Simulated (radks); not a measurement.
Results of a calculation; reference values are marked as such.
Q: All-electron atom: Rb20+ in [Ne] 3s2 3p5. Code: a radial shooting solver on a logarithmic mesh with Libxc functionals. Model: Dirac Kohn-Sham, relativistic LDA (MacDonald-Vosko exchange, VWN5 correlation), spin-unpolarised, spherical densities, finite nucleus; open shells fill j = l - 1/2 first; Fermi nuclear charge, rms radius 4.2036 fm. Some entries of the table are withheld. Estimate them.

orbital  occ.  eigenvalue (Ry)  <r> (bohr)  r(max) (bohr)
1s1/2       2        -1158.198     0.04043            (1)
2s1/2       2        -205.6227      0.1766         0.1497
2p1/2       2              (2)         (3)         0.1171
2p3/2       4              (4)         (5)         0.1205
3s1/2       2        -70.41788      0.4519            (6)
3p1/2       2        -65.88466         (7)         0.4034
3p3/2       3        -64.92543         (8)         0.4100

A: 
(1) 1s1/2 r(max) (bohr): 0.02638
(2) 2p1/2 eigenvalue (Ry): -192.5601
(3) 2p1/2 <r> (bohr): 0.1512
(4) 2p3/2 eigenvalue (Ry): -188.0710
(5) 2p3/2 <r> (bohr): 0.1552
(6) 3s1/2 r(max) (bohr): 0.4208
(7) 3p1/2 <r> (bohr): 0.4381
(8) 3p3/2 <r> (bohr): 0.4446
